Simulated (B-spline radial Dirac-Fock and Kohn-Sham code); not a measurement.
ΔSCF core binding energies without Breit or QED terms, calculated with an atomic code on a B-spline grid.

A sound run for neutral zirconium, configuration [Kr] 4d2 5s2: The ground state converged in 12 iterations, with total energy -3597.08412 Ha, virial ratio 1.96740 and highest orbital energy -5.86 eV. ΔSCF binding energies: K (1s) 18052.3 eV, L3 (2p3/2) 2235.5 eV, M5 (3d5/2) 188.5 eV.

A second run, with one unsound setting: The ground state converged in 9 iterations, with total energy -3347.81987 Ha, virial ratio 1.77282 and highest orbital energy 1385.71 eV. ΔSCF binding energies: K (1s) 17573.2 eV, L3 (2p3/2) 1818.6 eV. Holes are computed only in closed shells, and unreliable hole states are left out.

```
iter   energy (Ha)        error
   1    -3343.20042359  1.35e+00
   2    -3347.48739838  2.15e-01
   3    -3347.77842897  7.84e-02
   4    -3347.81471084  2.87e-02
   5    -3347.81941867  7.71e-03
   6    -3347.81986880  7.39e-05
   7    -3347.81986883  1.38e-05
   8    -3347.81986883  4.03e-07
   9    -3347.81986883  3.28e-08
```

Q: Which fault fits the second run best?
A. too few iterations
B. damping too heavy
C. overfilled shell
D. box too small

A: D. The input had rmax = 1.0: rmax squeezes the outer orbitals.
